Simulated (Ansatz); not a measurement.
Consider the formal hydrolysis of the As–Si bond: `O[SiH2][AsH2]` + H₂O → `O[AsH2]` + `O[SiH3]`.

Gas-phase electronic energies from Ansatz, PBE0-D4/def2-TZVP geometries. CBS: MP2 limit from def2 TZ/QZ plus the TZ coupled-cluster correction, frozen cores. This one scheme is used for every species. DFT in def2-TZVPP. For As outer-core shells are correlated without core-valence functions, which leaves a few kJ/mol of doubt a bond. Scalar relativity is left out up to krypton. Each species was taken in one conformer, which may not be the lowest.

`O[SiH2][AsH2]`:

```xyz
8

O    -1.396   -0.493   -1.040
Si   -0.520    0.090    0.232
As    1.624   -0.851   -0.008
H    -2.281   -0.147   -1.168
H    -0.520    1.580    0.228
H    -1.082   -0.359    1.537
H     2.114   -0.056    1.197
H     2.062    0.238   -0.977
```

H₂O:

```xyz
3

O    -0.225   -0.288    0.135
H     0.732   -0.232    0.165
H    -0.507    0.520   -0.300
```

`O[AsH2]`:

Z-matrix (Å, degrees):
```
As
O 1 1.802
H 1 1.527 2 95.9
H 1 1.527 2 95.9 3 91.9
H 2 0.960 1 107.7 3 134.2
```

`O[SiH3]`:

Cartesian coordinates in Å:
```
O 0.528 1.164 -0.099
Si -0.103 -0.331 0.191
H 0.444 1.521 -0.984
H -1.571 -0.365 -0.058
H 0.172 -0.618 1.617
H 0.530 -1.371 -0.666
```

CCSD(T)/CBS gives +69.2 kJ/mol.

Task: Another level gave +55.0 kJ/mol. Which?
A. CCSD/def2-TZVPP
B. r2SCANh/def2-TZVPP
C. BLYP-D4/def2-TZVPP
D. HF/def2-TZVPP

Result: C. BLYP-D4 55.0, r2SCANh 66.1, HF/def2-TZVPP 44.3, CCSD/def2-TZVPP 60.8 kJ/mol.

Largest T1 diagnostic among the species: 0.012.

Leaving LDA and LC-ωPBE aside and taking each functional with its dispersion term where it has one, the values, not all of them listed here, spread over 18.1 kJ/mol, from B97M-V to HSE06-D4. LDA lies +9.0 kJ/mol from PBE without D4. From BLYP to BHLYP (50 % exact exchange), in def2-TZVPP and without D4, ΔE moves by +5.7 kJ/mol.
